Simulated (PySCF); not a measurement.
Bond curve of HI

Set-up: H cc-pVTZ, I cc-pVTZ-PP with ECP28; scalar-relativistic core potentials (PySCF 2.14). Energies in eV from H + I in their ground configurations at the same level. All curves are PBE0. state 1: ¹Σ⁺ (singlet), closed shell; state 2: triplet, unpaired electrons σ ↑, π ↑, a second solution, started from another occupation.

```tsv
R (Å)	state 1	state 2
1.391	-2.626	3.7013
1.456	-3.019	2.9321
1.521	-3.242	2.3275
1.569	-3.323	1.9589
1.618	-3.347	1.6502
1.667	-3.323	1.3907
1.731	-3.234	1.1070
1.812	-3.056	0.8330
1.909	-2.777	0.5928
2.039	-2.345	0.3779
```

Task: Put a parabola through the three lowest points of the state 1 curve and estimate Re, k and ωe (reduced mass 0.9999 u; 1 eV/Å² = 0.16022 mdyn/Å; ωe = 1302.8·√(k/μ) cm⁻¹).

Result: Through R = 1.569, 1.618, 1.667 Å the second-order coefficient is 10.0 eV/Å², so Re ≈ 1.618 Å, k ≈ 3.20 mdyn/Å and ωe ≈ 2332 cm⁻¹. A polynomial fit of higher order to the unrounded PBE0 energies gives Re = 1.616 Å, k = 3.21 mdyn/Å, ωe = 2333 cm⁻¹; anharmonicity and rounding make the difference.

The higher-order fit for each curve: state 1: Re = 1.616 Å, ωe = 2333 cm⁻¹, De = 3.35 eV. State 2 gave no clean fit.

Spin–orbit coupling is left out, which matters for elements this heavy, above all for dissociation energies.
